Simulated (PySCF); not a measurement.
**Calculated NMR parameters of OCc1ccccn1**

| Quantity | Value |
| --- | --- |
| Formula | C6H7NO |
| SMILES | OCc1ccccn1 |
| InChI | InChI=1S/C6H7NO/c8-5-6-3-1-2-4-7-6/h1-4,8H,5H2 |
| Point group of the computed structure | C1 |
| Degrees of unsaturation | 4 |
| Carbon signals | 6 |
| Proton signals | 6 |

Molfile (atoms numbered from 1):
```
C6H7NO
     RDKit          3D

 15 15  0  0  0  0  0  0  0  0999 V2000
    2.7658    0.3597    0.7213 O   0  0  0  0  0  0  0  0  0  0  0  0
    1.8381   -0.6786    0.7042 C   0  0  0  0  0  0  0  0  0  0  0  0
    0.4916   -0.2246    0.2013 C   0  0  0  0  0  0  0  0  0  0  0  0
   -0.6032   -1.0812    0.1383 C   0  0  0  0  0  0  0  0  0  0  0  0
   -1.8019   -0.5903   -0.3397 C   0  0  0  0  0  0  0  0  0  0  0  0
   -1.8741    0.7380   -0.7401 C   0  0  0  0  0  0  0  0  0  0  0  0
   -0.7338    1.5127   -0.6399 C   0  0  0  0  0  0  0  0  0  0  0  0
    0.4235    1.0436   -0.1801 N   0  0  0  0  0  0  0  0  0  0  0  0
    2.2917    1.1244    0.3519 H   0  0  0  0  0  0  0  0  0  0  0  0
    2.1912   -1.4994    0.0623 H   0  0  0  0  0  0  0  0  0  0  0  0
    1.7164   -1.0976    1.7130 H   0  0  0  0  0  0  0  0  0  0  0  0
   -0.5076   -2.1118    0.4614 H   0  0  0  0  0  0  0  0  0  0  0  0
   -2.6735   -1.2320   -0.4005 H   0  0  0  0  0  0  0  0  0  0  0  0
   -2.7942    1.1632   -1.1204 H   0  0  0  0  0  0  0  0  0  0  0  0
   -0.7431    2.5561   -0.9402 H   0  0  0  0  0  0  0  0  0  0  0  0
  1  2  1  0
  2  3  1  0
  3  4  2  0
  4  5  1  0
  5  6  2  0
  6  7  1  0
  7  8  2  0
  8  3  1  0
  1  9  1  0
  2 10  1  0
  2 11  1  0
  4 12  1  0
  5 13  1  0
  6 14  1  0
  7 15  1  0
M  END
```

No solvent, non-relativistic, a single conformation, fast rotation and ring inversion assumed for equivalent nuclei. Shieldings: GIAO B97-2/pcSseg-2; geometry: PBE0-D3(BJ)/def2-TZVP; PySCF 2.14.0 with density-fitted response routines.

Chemical shifts δ = σref − σ; $^{1}$H (σ = 31.64 ppm), $^{13}$C (σ = 185.38 ppm) against TMS; $^{15}$N (σ = 261.75 ppm) against NH3; $^{17}$O (σ = 327.66 ppm) vs H2O, all at this level.

| carbon | δC, type | δH (multiplicity) | HMBC from (2–3 bonds) | span of the C tensor (ppm) |
| --- | --- | --- | --- | --- |
| C2 | 67.7, CH2 | 4.91 (s) | H12 | 66 |
| C3 | 169.6, C | – | H15, H13, H12, H10/H11 | 228 |
| C4 | 126.0, CH | 7.33 (d) | H13, H14, H10/H11 | 219 |
| C5 | 142.8, CH | 7.85 (m) | H15, H14, H12 | 252 |
| C6 | 127.0, CH | 7.33 (m) | H15, H13, H12 | 227 |
| C7 | 155.6, CH | 8.85 (d) | H13, H14 | 224 |

Other nuclei:
```tsv
atoms	nucleus	environment	δ (ppm)	σ (ppm)
H9	$^{1}$H	hydrogen on an alcohol oxygen	5.01	26.63
N8	$^{15}$N	pyridine-type ring nitrogen	321.8	-60.1
O1	$^{17}$O	alcohol oxygen	5.6	322.0
```

- Carbon types of the structure: 1 × C, 4 × CH, 1 × CH2, leaving 1 H on heteroatoms.
- δC 169.6: substituted aromatic carbon next to a ring nitrogen.
- δC 155.6: aromatic CH next to a ring nitrogen; the adjacent pyridine-type nitrogen withdraws density from it.
- δC 142.8, 127.0, 126.0: aromatic CH.
- δC 67.7: sp3 CH2 bonded to O, on an aromatic ring; pulled downfield by the heteroatom.
- δH 8.85: hydrogen on an aromatic CH next to a ring nitrogen; ring current plus the neighbouring ring nitrogen.

OH and NH positions are those of a molecule without intermolecular hydrogen bonds; in solution they move with solvent, concentration and temperature, and exchange usually removes their couplings. Shifts are as computed. Against solution values, carbons near 30 ppm lie about +3 ppm off and those near 130 ppm about +7 ppm. Of 1309 compounds with measured shifts, 239 miss one by over three times the rms of a fit or turn the order of signals round; such compounds aren't used in these exercises. Experimental scales use liquid or dissolved standards, which lie at an offset from isolated NH3 (liquid NH3: subtract about 20 ppm) and H2O (liquid H2O: subtract about 36 ppm). Unscaled 15N shifts of sp2 nitrogen come out 20 to 40 ppm too high even then. No couplings were computed; multiplicities are counted from neighbouring protons, with m where these are inequivalent, close in shift, in a saturated or five-membered ring or joined by F or P, and br s for small geminal =CH2 splittings.
